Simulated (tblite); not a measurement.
C5H6F3OPSi.
SMILES with atom numbers: `[CH2:1]=[CH:2][C:3]1=[C:4]([SiH3:5])[P@@:6]1(=[O:7])[C:8]([F:9])([F:10])[F:11]` (hydrogens: H12, H13 on C1; H14 on C2; H15, H16, H17 on Si5)

Computed with GFN2-xTB (tblite), gas phase: L-BFGS steps from a force-field or distance-geometry start until the largest atomic force falls under 0.01 eV/Å.

Step 33: E = -985.0987 eV
```
atom  x, y, z in Å  |  force x, y, z in eV/Å
C1      2.6412   -1.0358    0.7395    0.044   0.034   0.023
C2      1.3431   -1.3179    0.6724   -0.010  -0.040  -0.039
C3      0.4384   -0.5023   -0.0575    0.020   0.053  -0.034
C4     -0.8654   -0.3970   -0.4348   -0.012  -0.031  -0.056
Si5    -2.4963   -1.2819   -0.2218   -0.144  -0.049   0.026
P6      0.1657    0.9021   -1.1168    0.045   0.064   0.030
O7      0.5602    1.1971   -2.4970    0.000   0.005   0.012
C8     -0.0786    2.4262   -0.0376    0.003  -0.031  -0.002
F9     -0.7912    2.1350    1.0537    0.012   0.024   0.035
F10    -0.7260    3.3826   -0.6971    0.023   0.007  -0.006
F11     1.0878    2.9301    0.3777   -0.015   0.023  -0.045
H12     3.3379   -1.6351    1.2973    0.001  -0.048  -0.005
H13     3.0362   -0.1732    0.2275    0.033   0.043   0.005
H14     0.9113   -2.1816    1.1591   -0.003  -0.029   0.058
H15    -3.1871   -1.2675   -1.5103    0.027  -0.012   0.049
H16    -2.1720   -2.6382    0.2252   -0.020   0.019  -0.018
H17    -3.2121   -0.5305    0.8106   -0.004  -0.033  -0.033
```

Step 34: E = -985.1003 eV
```
atom  x, y, z in Å  |  force x, y, z in eV/Å
C1      2.6403   -1.0366    0.7413    0.035   0.035   0.023
C2      1.3412   -1.3147    0.6699   -0.027  -0.034  -0.049
C3      0.4371   -0.5009   -0.0652    0.022   0.056  -0.015
C4     -0.8682   -0.3961   -0.4418    0.009  -0.056  -0.027
Si5    -2.4974   -1.2851   -0.2200   -0.108  -0.043   0.025
P6      0.1610    0.9053   -1.1218    0.075   0.068   0.039
O7      0.5642    1.2063   -2.4982   -0.018  -0.003   0.023
C8     -0.0753    2.4268   -0.0369   -0.006  -0.017   0.002
F9     -0.7804    2.1396    1.0602    0.008  -0.004   0.037
F10    -0.7288    3.3819   -0.6925    0.027   0.023  -0.018
F11     1.0934    2.9318    0.3702   -0.012   0.018  -0.057
H12     3.3321   -1.6387    1.3032   -0.012  -0.040  -0.007
H13     3.0444   -0.1763    0.2317    0.012   0.032   0.000
H14     0.9070   -2.1758    1.1606    0.003  -0.016   0.040
H15    -3.1916   -1.2781   -1.5039    0.006  -0.006   0.001
H16    -2.1673   -2.6401    0.2235   -0.012   0.007  -0.003
H17    -3.2187   -0.5374    0.8095   -0.001  -0.020  -0.014
```

**Question.** Estimate the geometry and energy of step 35. (The exact step hangs on the optimiser's Hessian estimate; all steps are aligned on step 34, rigid shifts and turns removed.)

**Answer.** E = -985.1013 eV, largest force 0.083 eV/Å
```
atom  x, y, z in Å  |  force x, y, z in eV/Å
C1      2.6401   -1.0365    0.7428    0.008   0.023   0.018
C2      1.3401   -1.3130    0.6671   -0.016  -0.018  -0.041
C3      0.4366   -0.4989   -0.0708    0.015   0.024   0.013
C4     -0.8699   -0.3964   -0.4468    0.017  -0.055  -0.011
Si5    -2.4999   -1.2880   -0.2185   -0.034  -0.024   0.011
P6      0.1587    0.9085   -1.1243    0.064   0.035   0.040
O7      0.5671    1.2120   -2.4986   -0.025   0.001   0.024
C8     -0.0734    2.4274   -0.0364   -0.019   0.014   0.014
F9     -0.7728    2.1427    1.0654    0.014  -0.014   0.019
F10    -0.7305    3.3825   -0.6894    0.029   0.017  -0.015
F11     1.0970    2.9335    0.3640   -0.008   0.014  -0.058
H12     3.3275   -1.6419    1.3078   -0.023  -0.022  -0.015
H13     3.0505   -0.1779    0.2342   -0.006   0.012   0.006
H14     0.9043   -2.1722    1.1621    0.012   0.008   0.012
H15    -3.1951   -1.2856   -1.4996   -0.013  -0.003  -0.036
H16    -2.1642   -2.6414    0.2224   -0.008  -0.008   0.009
H17    -3.2235   -0.5426    0.8086   -0.008  -0.004   0.010
```

The energy changes by -0.0010 eV. The first-order estimate −F·Δx gives -0.0015 eV and the mean of the old and new forces, exact on a quadratic surface, -0.0010 eV. The step makes an angle of 75° with the force vector and moves no atom by more than 0.010 Å.
